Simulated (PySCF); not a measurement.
Al(F)(NCO)(OMe) (C2H3AlFNO2), SMILES C[O][Al]([F])[N]=C=O.

Geometry optimised at ωB97X-D3(BJ)/def2-SVP. The structure was generated by enumeration; whether it is a known compound was not checked. One conformer was computed; it need not be the lowest.

All values below come from TDDFT-CAM-B3LYP/def2-SVPD in PySCF 2.14.0.

Vertical excitations. 

Q: Give excitation energies, oscillator strengths and character. (Estimate from the structure and the level; the computed values follow.)

A: 
```
state  energy (eV)  λ (nm)      f                                                                   main pairs
-----  -----------  ------  -----  ---------------------------------------------------------------------------
S1            6.65     186  0.006                                                               HOMO→LUMO 90 %
S2            6.80     182  0.005                     HOMO−1→LUMO 47 %, HOMO−1→LUMO+1 29 %, HOMO−2→LUMO+1 11 %
S3            6.80     182  0.004                     HOMO−1→LUMO 38 %, HOMO−1→LUMO+1 35 %, HOMO−2→LUMO+1 13 %
S4            7.21     172  0.030                       HOMO−2→LUMO 38 %, HOMO→LUMO+1 21 %, HOMO−3→LUMO+1 15 %
S5            7.26     171  0.044                       HOMO−2→LUMO 45 %, HOMO→LUMO+1 17 %, HOMO−3→LUMO+1 14 %
S6            7.32     169  0.030                                                             HOMO−3→LUMO 86 %
S7            7.54     164  0.003                                       HOMO−2→LUMO+1 57 %, HOMO−1→LUMO+1 29 %
S8            7.69     161  0.002  HOMO−3→LUMO+4 36 %, HOMO→LUMO+4 13 %, HOMO−3→LUMO+2 10 %, HOMO−3→LUMO+5 7 %
S9            7.77     159  0.089                                         HOMO→LUMO+1 53 %, HOMO−3→LUMO+1 34 %
S10           8.37     148  0.021                                                             HOMO→LUMO+2 75 %
T1            6.35     195      0                                                               HOMO→LUMO 83 %
T2            6.41     193      0                     HOMO−3→LUMO+1 41 %, HOMO→LUMO+1 31 %, HOMO−3→LUMO+6 12 %
T3            6.54     190      0                                                             HOMO−1→LUMO 80 %
T4            6.58     188      0                                       HOMO−1→LUMO+1 55 %, HOMO−2→LUMO+1 24 %
```
Triplets are in the Tamm–Dancoff approximation, which puts them higher than full response would, so one can lie above its singlet here.
